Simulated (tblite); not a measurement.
Record of a relaxation.

Species: C5H10BBrSi.
Numbering: `[SiH3:1][CH2:2][CH2:3][CH2:4][C:5]#[C:6][BH:7][Br:8]` (hydrogens: H9, H10, H11 on Si1; H12, H13 on C2; H14, H15 on C3; H16, H17 on C4; H18 on B7)

Computed with GFN2-xTB (tblite), gas phase: L-BFGS steps from a force-field or distance-geometry start until the largest atomic force falls under 0.01 eV/Å. 10 of its 35 geometries are shown.

Step 0: E = -620.9205 eV, largest atomic force 2.609 eV/Å
```
atom  x, y, z in Å  |  force x, y, z in eV/Å
Si1    -3.151    0.822   -0.004   -0.953   0.618   0.336
C2     -1.899   -0.363   -0.709    0.548  -0.743   0.462
C3     -0.472    0.018   -0.258   -0.602   0.476  -0.125
C4      0.553   -0.944   -0.839    0.813  -0.390   0.818
C5      1.903   -0.570   -0.397   -1.682  -0.573  -0.721
C6      3.008   -0.252   -0.056    2.320   0.786   0.898
B7      4.422    0.158    0.391   -0.916   0.611   0.147
Br8     4.678    1.760    1.570   -0.230  -1.427  -1.014
H9     -2.867    2.180   -0.486   -0.015  -0.070   0.028
H10    -4.508    0.421   -0.437    0.247   0.066   0.060
H11    -3.100    0.802    1.464    0.021  -0.004  -0.091
H12    -2.142   -1.392   -0.335    0.307   0.663  -0.510
H13    -1.974   -0.349   -1.798    0.161  -0.247   0.052
H14    -0.251    1.050   -0.624   -0.094  -0.631   0.341
H15    -0.427    0.021    0.852    0.064   0.010  -0.644
H16     0.512   -0.943   -1.928    0.039  -0.037  -0.026
H17     0.347   -1.978   -0.467    0.149   0.580  -0.318
H18     5.361   -0.433   -0.018   -0.174   0.312   0.303
```

Step 4: E = -621.1892 eV, largest atomic force 0.469 eV/Å
```
atom  x, y, z in Å  |  force x, y, z in eV/Å
Si1    -3.184    0.843    0.009    0.078  -0.012  -0.002
C2     -1.894   -0.363   -0.696   -0.030   0.027   0.024
C3     -0.484    0.017   -0.265    0.077   0.033  -0.008
C4      0.580   -0.941   -0.818    0.031  -0.027   0.012
C5      1.919   -0.572   -0.401   -0.434  -0.115  -0.135
C6      3.023   -0.236   -0.037    0.235   0.160   0.146
B7      4.395    0.188    0.395   -0.056  -0.236  -0.248
Br8     4.660    1.669    1.506   -0.063  -0.006   0.010
H9     -2.869    2.181   -0.486   -0.028   0.074  -0.002
H10    -4.505    0.422   -0.437   -0.128  -0.015  -0.035
H11    -3.100    0.803    1.465   -0.024   0.027   0.078
H12    -2.124   -1.377   -0.358    0.061  -0.024  -0.039
H13    -1.961   -0.368   -1.785    0.059  -0.055  -0.016
H14    -0.256    1.026   -0.609    0.005   0.069  -0.021
H15    -0.424    0.024    0.823    0.017  -0.011   0.101
H16     0.520   -0.946   -1.912    0.136   0.010   0.016
H17     0.356   -1.959   -0.478    0.124   0.015   0.025
H18     5.339   -0.404    0.008   -0.059   0.086   0.094
```

Step 8: E = -621.2002 eV, largest atomic force 0.082 eV/Å
```
atom  x, y, z in Å  |  force x, y, z in eV/Å
Si1    -3.185    0.844    0.010   -0.032  -0.007  -0.006
C2     -1.892   -0.362   -0.694    0.001   0.008  -0.002
C3     -0.480    0.021   -0.263   -0.019  -0.001   0.006
C4      0.579   -0.942   -0.817   -0.041   0.005  -0.013
C5      1.910   -0.574   -0.404    0.037   0.037   0.035
C6      3.012   -0.230   -0.035   -0.043  -0.035  -0.055
B7      4.386    0.177    0.377    0.022   0.061   0.051
Br8     4.649    1.659    1.500   -0.062  -0.012  -0.011
H9     -2.873    2.188   -0.485   -0.040  -0.016   0.026
H10    -4.515    0.423   -0.439    0.031   0.027   0.017
H11    -3.103    0.807    1.472   -0.025   0.022  -0.031
H12    -2.114   -1.379   -0.364    0.035  -0.009   0.015
H13    -1.952   -0.375   -1.785    0.039   0.007   0.003
H14    -0.255    1.032   -0.610    0.014  -0.007   0.021
H15    -0.421    0.023    0.828    0.021   0.012  -0.015
H16     0.537   -0.946   -1.911    0.026  -0.004  -0.018
H17     0.371   -1.960   -0.475    0.014  -0.025   0.016
H18     5.339   -0.400    0.016    0.022  -0.063  -0.039
```

Step 11: E = -621.2019 eV, largest atomic force 0.104 eV/Å
```
atom  x, y, z in Å  |  force x, y, z in eV/Å
Si1    -3.188    0.844    0.009    0.025  -0.010  -0.007
C2     -1.891   -0.361   -0.694   -0.008   0.002   0.007
C3     -0.481    0.022   -0.262    0.019  -0.014  -0.014
C4      0.576   -0.942   -0.818    0.050  -0.003   0.011
C5      1.906   -0.571   -0.402   -0.034   0.003  -0.007
C6      3.010   -0.231   -0.039    0.103   0.011  -0.002
B7      4.385    0.177    0.376    0.009  -0.052  -0.029
Br8     4.639    1.657    1.498   -0.037   0.016   0.010
H9     -2.880    2.188   -0.481   -0.027   0.002   0.011
H10    -4.515    0.426   -0.438   -0.027  -0.001  -0.006
H11    -3.107    0.811    1.471   -0.020   0.011  -0.006
H12    -2.108   -1.380   -0.363    0.012   0.008   0.010
H13    -1.945   -0.376   -1.785    0.013   0.011   0.006
H14    -0.253    1.033   -0.608    0.006  -0.007   0.010
H15    -0.418    0.025    0.829    0.006   0.003  -0.003
H16     0.544   -0.946   -1.913   -0.019  -0.009   0.018
H17     0.376   -1.962   -0.472   -0.017   0.021  -0.014
H18     5.340   -0.406    0.013   -0.055   0.008   0.005
```

Step 15: E = -621.2032 eV, largest atomic force 0.038 eV/Å
```
atom  x, y, z in Å  |  force x, y, z in eV/Å
Si1    -3.188    0.842    0.008   -0.016   0.001  -0.002
C2     -1.889   -0.361   -0.693    0.019   0.003   0.002
C3     -0.478    0.021   -0.262    0.010   0.014   0.015
C4      0.579   -0.942   -0.817   -0.014   0.006   0.000
C5      1.907   -0.567   -0.400    0.030  -0.017  -0.017
C6      3.016   -0.234   -0.046   -0.022  -0.017  -0.019
B7      4.386    0.174    0.374    0.006   0.022   0.015
Br8     4.624    1.656    1.498   -0.012  -0.009  -0.005
H9     -2.889    2.190   -0.477   -0.009   0.008  -0.006
H10    -4.518    0.428   -0.438    0.001  -0.010  -0.006
H11    -3.114    0.815    1.469   -0.010  -0.003   0.006
H12    -2.102   -1.380   -0.361   -0.008   0.001   0.001
H13    -1.939   -0.375   -1.784   -0.009   0.000   0.001
H14    -0.250    1.033   -0.605    0.008   0.009  -0.010
H15    -0.414    0.025    0.828    0.003  -0.007   0.014
H16     0.546   -0.948   -1.912   -0.009   0.002   0.002
H17     0.378   -1.961   -0.472   -0.003   0.002   0.005
H18     5.336   -0.411    0.012    0.035  -0.006   0.005
```

Step 19: E = -621.2040 eV, largest atomic force 0.052 eV/Å
```
atom  x, y, z in Å  |  force x, y, z in eV/Å
Si1    -3.191    0.841    0.006    0.008   0.011   0.007
C2     -1.884   -0.359   -0.691   -0.041   0.020   0.011
C3     -0.473    0.025   -0.258   -0.020  -0.011  -0.014
C4      0.580   -0.940   -0.816    0.007  -0.015  -0.008
C5      1.912   -0.571   -0.406   -0.028  -0.011  -0.012
C6      3.021   -0.239   -0.054    0.039   0.004   0.007
B7      4.389    0.173    0.373    0.005  -0.040  -0.033
Br8     4.611    1.655    1.497    0.003   0.007   0.007
H9     -2.898    2.192   -0.477   -0.008  -0.018  -0.002
H10    -4.521    0.425   -0.441    0.018  -0.013  -0.006
H11    -3.122    0.817    1.469   -0.008  -0.007  -0.016
H12    -2.100   -1.378   -0.359    0.013   0.019   0.003
H13    -1.937   -0.374   -1.782    0.013   0.006   0.015
H14    -0.245    1.035   -0.606    0.003  -0.006   0.028
H15    -0.411    0.025    0.833    0.009   0.022  -0.013
H16     0.543   -0.948   -1.910   -0.014   0.007  -0.016
H17     0.377   -1.959   -0.471   -0.003  -0.006   0.012
H18     5.342   -0.413    0.014    0.005   0.030   0.028
```

Step 23: E = -621.2052 eV, largest atomic force 0.049 eV/Å
```
atom  x, y, z in Å  |  force x, y, z in eV/Å
Si1    -3.197    0.842    0.006    0.002  -0.006  -0.002
C2     -1.883   -0.351   -0.684    0.038  -0.011  -0.006
C3     -0.469    0.029   -0.254    0.019  -0.002   0.002
C4      0.581   -0.941   -0.817   -0.012   0.002  -0.004
C5      1.919   -0.580   -0.419   -0.009   0.033   0.023
C6      3.031   -0.250   -0.071   -0.032  -0.029  -0.023
B7      4.395    0.166    0.366   -0.016   0.014   0.015
Br8     4.589    1.651    1.496    0.003  -0.014  -0.012
H9     -2.917    2.194   -0.477    0.008   0.015  -0.012
H10    -4.521    0.416   -0.448    0.004  -0.019  -0.011
H11    -3.138    0.818    1.467   -0.001  -0.004   0.021
H12    -2.095   -1.371   -0.355   -0.009  -0.001   0.024
H13    -1.932   -0.369   -1.775   -0.002   0.022  -0.010
H14    -0.237    1.039   -0.599   -0.006   0.004   0.010
H15    -0.403    0.029    0.836    0.000   0.009  -0.007
H16     0.533   -0.948   -1.911   -0.007  -0.015   0.002
H17     0.374   -1.958   -0.466    0.002  -0.003  -0.013
H18     5.359   -0.409    0.026    0.017   0.004   0.003
```

Step 26: E = -621.2057 eV, largest atomic force 0.022 eV/Å
```
atom  x, y, z in Å  |  force x, y, z in eV/Å
Si1    -3.199    0.842    0.006    0.004   0.001   0.002
C2     -1.879   -0.348   -0.682   -0.010   0.006   0.003
C3     -0.466    0.030   -0.253   -0.009   0.016   0.009
C4      0.580   -0.941   -0.817   -0.009   0.007   0.003
C5      1.918   -0.580   -0.421   -0.006   0.006   0.001
C6      3.034   -0.258   -0.079    0.009  -0.003   0.002
B7      4.395    0.163    0.364    0.003   0.003   0.008
Br8     4.581    1.649    1.495   -0.007  -0.006  -0.007
H9     -2.922    2.196   -0.479    0.005  -0.006  -0.001
H10    -4.520    0.409   -0.453    0.018  -0.012  -0.005
H11    -3.144    0.818    1.468    0.001  -0.001  -0.003
H12    -2.093   -1.367   -0.350    0.000   0.002   0.001
H13    -1.930   -0.365   -1.774    0.001   0.003   0.001
H14    -0.234    1.040   -0.595    0.004   0.013  -0.017
H15    -0.399    0.032    0.837    0.004  -0.012   0.018
H16     0.529   -0.949   -1.911    0.003  -0.012  -0.001
H17     0.373   -1.958   -0.465    0.002  -0.004  -0.010
H18     5.366   -0.406    0.031   -0.011  -0.001  -0.004
```

Step 30: E = -621.2059 eV, largest atomic force 0.012 eV/Å
```
atom  x, y, z in Å  |  force x, y, z in eV/Å
Si1    -3.199    0.843    0.006   -0.001   0.002   0.002
C2     -1.879   -0.346   -0.681    0.007   0.002   0.003
C3     -0.466    0.032   -0.252    0.005  -0.005  -0.003
C4      0.579   -0.940   -0.817    0.002   0.001  -0.001
C5      1.918   -0.579   -0.422    0.002  -0.003  -0.001
C6      3.036   -0.261   -0.082   -0.009   0.001   0.004
B7      4.395    0.161    0.363   -0.004  -0.003  -0.002
Br8     4.576    1.648    1.493   -0.006   0.005   0.002
H9     -2.924    2.196   -0.480    0.005   0.001  -0.001
H10    -4.517    0.405   -0.455    0.004  -0.010  -0.005
H11    -3.147    0.818    1.469    0.001   0.001   0.003
H12    -2.092   -1.365   -0.348    0.001   0.003  -0.003
H13    -1.929   -0.363   -1.772   -0.001   0.000   0.005
H14    -0.232    1.042   -0.596   -0.004  -0.006   0.005
H15    -0.397    0.032    0.839   -0.001   0.004  -0.008
H16     0.527   -0.951   -1.911    0.000   0.007   0.003
H17     0.373   -1.958   -0.466   -0.001   0.007   0.004
H18     5.367   -0.406    0.033   -0.002  -0.007  -0.006
```

Step 34: E = -621.2060 eV, largest atomic force 0.009 eV/Å
```
atom  x, y, z in Å  |  force x, y, z in eV/Å
Si1    -3.199    0.843    0.007    0.003  -0.003  -0.001
C2     -1.878   -0.345   -0.679   -0.002  -0.005  -0.003
C3     -0.465    0.032   -0.251   -0.001   0.004   0.001
C4      0.579   -0.940   -0.817   -0.001  -0.003  -0.002
C5      1.918   -0.579   -0.423    0.000  -0.004   0.000
C6      3.036   -0.262   -0.082    0.004   0.002   0.003
B7      4.394    0.160    0.363    0.002   0.005   0.003
Br8     4.573    1.648    1.493   -0.001  -0.005  -0.004
H9     -2.923    2.196   -0.480    0.000   0.001   0.002
H10    -4.514    0.400   -0.458    0.001  -0.003  -0.001
H11    -3.147    0.818    1.469   -0.001   0.003   0.001
H12    -2.092   -1.364   -0.348    0.000  -0.006   0.004
H13    -1.928   -0.361   -1.771   -0.001   0.003  -0.006
H14    -0.232    1.043   -0.595    0.003   0.006   0.000
H15    -0.396    0.032    0.839    0.003   0.003   0.005
H16     0.526   -0.951   -1.911   -0.001   0.005  -0.007
H17     0.373   -1.956   -0.466   -0.003  -0.005   0.004
H18     5.367   -0.407    0.032   -0.005   0.000   0.000
```

Problem. Summarise the path.

Solution. The energy falls by 27.55 kJ/mol from step 0 to step 34; nine tenths of that is first reached at step 4. It falls at every step. The largest force goes from 2.609 to 0.009 eV/Å. Among the bonds B7–Br8 changes most, from 2.006 to 1.876 Å; the atoms move by 0.058 Å rms after alignment.

Problem. Follow the three bonds and two angles with the largest change from start to end.

Solution. 
| step | E above end (kJ/mol) | largest force (eV/Å) | B7–Br8 (Å) | C6–B7 (Å) | Si1–C2 (Å) | H12–C2–H13 (°) | C6–B7–H18 (°) |
| --- | --- | --- | --- | --- | --- | --- | --- |
| 0 | 27.55 | 2.609 | 2.006 | 1.539 | 1.863 | 109.3 | 119.8 |
| 1 | 24.12 | 4.885 | 1.974 | 1.493 | 1.889 | 109.2 | 119.6 |
| 3 | 3.91 | 0.710 | 1.906 | 1.507 | 1.905 | 108.0 | 119.4 |
| 4 | 1.62 | 0.469 | 1.870 | 1.499 | 1.902 | 106.9 | 119.7 |
| 6 | 0.90 | 0.244 | 1.875 | 1.492 | 1.899 | 106.5 | 121.0 |
| 7 | 0.70 | 0.214 | 1.877 | 1.491 | 1.901 | 106.3 | 121.7 |
| 9 | 0.50 | 0.062 | 1.876 | 1.492 | 1.904 | 106.2 | 122.1 |
| 10 | 0.44 | 0.107 | 1.875 | 1.493 | 1.905 | 106.2 | 121.9 |
| 12 | 0.34 | 0.060 | 1.874 | 1.493 | 1.903 | 106.3 | 121.6 |
| 13 | 0.31 | 0.041 | 1.874 | 1.492 | 1.903 | 106.4 | 121.5 |
| 15 | 0.27 | 0.038 | 1.876 | 1.490 | 1.904 | 106.4 | 121.4 |
| 16 | 0.25 | 0.035 | 1.876 | 1.490 | 1.905 | 106.4 | 121.4 |
| 18 | 0.22 | 0.047 | 1.875 | 1.490 | 1.906 | 106.4 | 121.3 |
| 19 | 0.19 | 0.052 | 1.874 | 1.491 | 1.906 | 106.3 | 121.3 |
| 21 | 0.13 | 0.052 | 1.874 | 1.491 | 1.905 | 106.1 | 121.5 |
| 22 | 0.10 | 0.043 | 1.875 | 1.491 | 1.905 | 106.0 | 121.7 |
| 24 | 0.05 | 0.039 | 1.877 | 1.491 | 1.905 | 106.1 | 122.2 |
| 25 | 0.04 | 0.029 | 1.877 | 1.491 | 1.905 | 106.2 | 122.3 |
| 27 | 0.02 | 0.021 | 1.876 | 1.492 | 1.906 | 106.3 | 122.3 |
| 28 | 0.02 | 0.020 | 1.876 | 1.492 | 1.905 | 106.4 | 122.3 |
| 30 | 0.01 | 0.012 | 1.876 | 1.491 | 1.905 | 106.3 | 122.3 |
| 31 | 0.01 | 0.011 | 1.876 | 1.491 | 1.905 | 106.3 | 122.3 |
| 33 | 0.00 | 0.013 | 1.877 | 1.491 | 1.904 | 106.3 | 122.3 |
| 34 | 0.00 | 0.009 | 1.876 | 1.491 | 1.904 | 106.3 | 122.3 |

The cost below is that of the whole relaxation. Time: 0.29 s. Hardware: one thread, Arm Neoverse V1 (aarch64), on a shared host.
